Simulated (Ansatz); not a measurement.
The pair A = HF (SMILES F) (first 2 atoms), B = H2S (SMILES S); geometry from B3LYP-D3(BJ)/def2-TZVP.
(charge 0, multiplicity 1):
```xyz
5

F     -0.322     1.230     0.103
H     -0.039     0.652     0.787
S      0.436    -0.714     2.500
H     -0.142     0.091     3.407
H     -0.683    -1.440     2.336
```

Frozen-core correlation. MP2 and its Hartree–Fock in aug-cc-pV(Q+d)Z are density fitted.

Programs: Ansatz (Gaussian basis) for Hartree–Fock, density functionals and correlated methods. Each number belongs to the level named beside it.

The counterpoise-corrected interaction energy is E(AB) − E(A in the pair's basis) − E(B in the pair's basis). Total energies (hartree):

```json
[
 {"level": "HF/aug-cc-pV(T+d)Z", "AB": "-498.7806463", "A in the pair's basis": "-100.0596319", "B in the pair's basis": "-398.7158861"},
 {"level": "CCSD(T)/aug-cc-pV(T+d)Z", "AB": "-499.3017150", "A in the pair's basis": "-100.3495430", "B in the pair's basis": "-398.9442347"},
 {"level": "HF/aug-cc-pV(Q+d)Z", "AB": "-498.7913275", "A in the pair's basis": "-100.0670057", "B in the pair's basis": "-398.7192147"},
 {"level": "CCSD(T)/aug-cc-pV(Q+d)Z", "AB": "-499.3444990", "A in the pair's basis": "-100.3770473", "B in the pair's basis": "-398.9591984"}
]
```

Q: Work out the counterpoise-corrected interaction energy at the basis-set limit: extrapolate the CCSD(T) correlation part as X⁻³, take Hartree–Fock from the larger set.

A: 
1. Differences (1 hartree = 627.509 kcal/mol): HF/aug-cc-pV(T+d)Z -3.218; CCSD(T)/aug-cc-pV(T+d)Z -4.981; HF/aug-cc-pV(Q+d)Z -3.205; CCSD(T)/aug-cc-pV(Q+d)Z -5.179.
2. Correlation parts, CCSD(T) less HF: -1.763 in aug-cc-pV(T+d)Z (X = 3), -1.974 in aug-cc-pV(Q+d)Z (X = 4).
3. Limit (4³·(-1.974) − 3³·(-1.763))/(4³ − 3³) = -2.129; with HF/aug-cc-pV(Q+d)Z it gives -5.333.
Result: -5.33 kcal/mol, against -4.98 at CCSD(T)/aug-cc-pV(T+d)Z. It is an estimate of this method's limit, not of the exact value.

Ansatz is an electronic-structure program.
